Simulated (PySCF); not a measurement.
Hf(Me)3(H) (C₃H₁₀Hf), SMILES [CH3][HfH]([CH3])[CH3], multiplicity 1. The structure is a stationary point at PBE0-D3(BJ)/def2-SVP. The spin state was assumed, not searched. The def2 effective core potentials stand for the cores of Hf; spin–orbit coupling is left out.

Computed equilibrium geometry at PBE0-D3(BJ)/def2-SVP (PySCF confirms it by a frequency run) as a Z-matrix, and its point group:
point group C3v.
```
Hf
H 1 1.8703
C 1 2.2014 2 109.05
H 3 1.1053 1 113.43 2 118.43
H 3 1.1053 4 107.58 1 -126.30
H 3 1.1091 4 107.22 5 -115.05
C 1 2.2014 2 109.05 6 120.00
H 7 1.1053 1 113.43 2 118.43
H 7 1.1053 8 107.58 1 -126.30
H 7 1.1091 8 107.22 9 -115.05
C 1 2.2014 2 109.05 6 -120.00
H 11 1.1053 1 113.43 2 -118.43
H 11 1.1053 12 107.58 1 126.30
H 11 1.1091 12 107.22 13 115.05
```
Charge 0, spin multiplicity 1.
